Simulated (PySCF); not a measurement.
# Radial density of Mg (magnesium, neutral)

B97-3, [Ne] 3s2, closed-shell 1S. Calculation: PySCF 2.14, in an uncontracted even-tempered set (22 s from 0.01 bohr⁻², ratio 2.5; 14 p from 0.013 bohr⁻², ratio 2.5; 6 d from 0.16 bohr⁻², ratio 2.7; 6 f from 0.24 bohr⁻², ratio 2.7); the spin-free X2C one-electron Hamiltonian (Gaussian nucleus).

| r (bohr) | 4πr²ρ (e/bohr) |
| --- | --- |
| 0.00240 | 0.08305 |
| 0.00404 | 0.2207 |
| 0.00680 | 0.5727 |
| 0.0114 | 1.425 |
| 0.0192 | 3.298 |
| 0.0324 | 6.749 |
| 0.0544 | 11.23 |
| 0.0916 | 13.32 |
| 0.154 | 9.936 |
| 0.259 | 7.485 |
| 0.436 | 10.78 |
| 0.733 | 8.451 |
| 1.23 | 2.203 |
| 2.07 | 0.7478 |
| 3.49 | 0.5293 |
| 5.87 | 0.07644 |
| 9.87 | 0.0008958 |

Densities and radii are taken from the X2C orbitals without a picture-change correction, which distorts them close to the nucleus.
